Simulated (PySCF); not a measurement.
# Electron correlation in P⁺ (phosphorus, charge +1)

[Ne] 3s2 3p2, high-spin 3P determinant. Computed with PySCF 2.14 in x2c-QZVPPall with one added diffuse shell each of s, p, d, f type (10s7p5d3f1g, 86 functions), with the spin-free X2C one-electron Hamiltonian (Gaussian nucleus). Frozen: 1s2; 12 electrons correlated.

```json
{"level": "CCSD", "correlation energy (mhartree)": "-271.81"}
{"level": "(T)", "correlation energy (mhartree)": "-4.65"}
{"level": "CCSD(T)", "correlation energy (mhartree)": "-276.46"}
```

Diagnostics: T1 = 0.0071, D1 = 0.0274, largest double amplitude 0.095.

Cost of the coupled-cluster step: about 60 core-seconds, for 12 correlated electrons.

This basis was not built for core-valence correlation, so the inner-shell part is incomplete.
